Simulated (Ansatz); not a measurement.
```yaml
crystal:
  periodic: [false, false, false]
  atoms:
    - {symbol: Ga, position_ang: [1.513879, 1.832087, -0.033196]}
    - {symbol: Cl, position_ang: [2.997954, 0.257287, 0.088629]}
    - {symbol: Cl, position_ang: [2.083506, 3.765672, 0.725282]}
    - {symbol: Sb, position_ang: [-0.240560, 1.579271, -1.957428]}
    - {symbol: Ga, position_ang: [-1.947820, -0.576939, -1.534019]}
    - {symbol: Cl, position_ang: [-2.813177, 0.345786, 0.262163]}
    - {symbol: Cl, position_ang: [-3.252552, -0.615429, -3.271378]}
    - {symbol: Sb, position_ang: [-0.333880, -2.617431, -1.073768]}
    - {symbol: Ga, position_ang: [0.434441, -1.865122, 2.089773]}
    - {symbol: Cl, position_ang: [2.232562, -3.066865, 2.132475]}
    - {symbol: Cl, position_ang: [-1.389568, -2.993118, 2.453693]}
    - {symbol: Sb, position_ang: [0.537334, 0.635863, 2.951432]}
    - {symbol: H, position_ang: [-0.895728, 3.144276, -2.016287]}
    - {symbol: H, position_ang: [0.804948, 1.722175, -3.292307]}
    - {symbol: H, position_ang: [0.275688, -1.567516, 0.235901]}
    - {symbol: H, position_ang: [0.846269, -1.880843, -2.095763]}
    - {symbol: H, position_ang: [-1.176689, 0.680973, 3.056893]}
    - {symbol: H, position_ang: [0.323385, 1.219863, 1.277886]}
basis:
  gaussian: {orbitals: def2-TZVP}
magnetization: {spin_polarized: true, initial_magnetization: 2}
hamiltonian: {xc: pbe0, dispersion: d4}
scf: {omitted_lower_state_checks: [starts]}
output: {orbitals: {seedname: orbitals}}
```

```sh
$ ansatz run in.yaml --threads 4 --pin off --events-out ev --progress --plain --max-ram 6963MiB
```

Problem. Does this run fit into the memory that it is given?

Solution. No. It has 552 basis functions, and Ansatz plans for 14 GiB where 7 GiB are given.
